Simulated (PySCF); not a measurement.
# Excited states of Ti⁴⁺ (titanium, charge +4)

Ground state [Ar], ¹S. Computed with PySCF 2.14 in aug-cc-pVTZ (8s7p5d3f2g, 93 functions), with no relativity, point nucleus. Vertical excitation energies in eV without spin-orbit coupling; excited terms of each kind are numbered among those the solver found. Frozen: [Ne].

| term | leading excitation | EOM-EE-CCSD |
| --- | --- | --- |
| 1 3P° | 3p → d | 34.000 |
| 1 3F° | 3p → d | 35.647 |
| 1 1D° | 3p → d | 37.979 |
| 1 3D° | 3p → d | 38.162 |
| 1 1F° | 3p → d | 38.454 |
| 1 1P° | 3p → d | 49.530 |
| 1 3S | 3p → p | 59.518 |
| 1 3D | 3s → d | 60.135 |
| 2 3D | 3p → p | 60.839 |
| 1 1D | 3p → p | 60.869 |
| 1 1P | 3p → p | 61.288 |
| 1 3P | 3p → p | 61.346 |
| 1 1S | 3p → p | 63.514 |
| 2 1D | 3p → p | 78.073 |

The solver can miss terms.
